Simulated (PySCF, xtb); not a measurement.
C2H6NO, SMILES CC(N)=[OH+], charge +1. Other conformers were not sampled.

Harmonic wavenumbers (cm⁻¹) from GFN2-xTB in xtb at its own minimum, in rising order: 78, 411, 481, 508, 556, 652, 733, 913, 976, 1001, 1030, 1110, 1358, 1375, 1409, 1418, 1456, 1629, 2993, 3013, 3077, 3370, 3396, 3443.

Question: What does B3LYP-D3(BJ)/def2-SVP (PySCF 2.14.0) give at its own minimum? (An estimate is asked for; the answer gives what the named calculation found.)

Answer: 108, 434, 530, 532, 547, 685, 762, 893, 1015, 1055, 1092, 1199, 1380, 1437, 1438, 1535, 1569, 1754, 3041, 3120, 3175, 3518, 3648, 3754. Paired by order, the mean absolute difference is 79 cm⁻¹ and the zero-point energies are 52.0 and 54.6 kcal/mol.
